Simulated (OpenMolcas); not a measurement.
Tc4+ (d3) in a complex was computed by SS-CASPT2, IPEA 0.25 Eh, imaginary shift 0.1 Eh with the d shell active (OpenMolcas, ANO-RCC-VDZP on the metal). Its lowest spin-free states, and all those of the highest spin:

```
2S+1  Degeneracy  E (cm-1)
   4           1         0
   4           2      5720
   2           2      6340
   2           1      8010
   2           1      8710
   2           1      8840
   2           1      9420
   4           1     12540
   2           2     14500
   2           1     14560
   2           2     15200
   2           2     15680
   4           2     46540
   4           1     54020
   4           1     56390
   4           2     68500
```

Is the site octahedral, tetrahedral or cube-like, axial, or of lower symmetry?

The states with 2S+1 = 4 have orbital degeneracies 1, 2, 1, 2, 1, 1, 2. There are pairs but no triples, so the site is axial: not cubic, but with a proper or improper axis of order three or more. The run had Tc4+ with 4 ligands (fluoride) in square-planar coordination (D4h) at 1.83 Å. Ligand basis ANO-RCC-VDZP.

Over all roots computed the reference weight is 0.73 to 0.75; a low but even weight reflects the number of correlated electrons. The least metal-like active orbital is 71 % on the metal (Löwdin) and no ligand orbital is active, so the numbers are rough. Ligand-to-metal charge-transfer states are missing. With no ligand orbital active B as a rule stays too high, so bands that hang on it stand too high and its fall with covalency is understated. No measured value stands beside these numbers; the geometry is a model, was not optimised and need not be the one that this ion takes.
